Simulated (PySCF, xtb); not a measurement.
W(NH)(S)(Cl)(OH) (ClH₂NOSW), SMILES [NH]=[W]([OH])(=[S])[Cl], multiplicity 1.

GFN2-xTB in xtb at its own geometry gives an orbital gap of 2.11 eV and a dipole moment of 6.10 D.

Coordinates come from a B3LYP-D3(BJ)/def2-SVP optimisation. The spin state was assumed, not searched. The structure was generated by enumeration; whether it is a known compound was not checked. The def2 effective core potentials stand for the cores of W; spin–orbit coupling is left out. One conformer was computed; it need not be the lowest.

Question: What does ωB97X/def2-TZVP (PySCF) give? (The exact figures need the calculation; the answer reports its results.)

Answer: gap 9.30 eV (levels -9.78 and -0.48 eV), dipole 3.46 D.
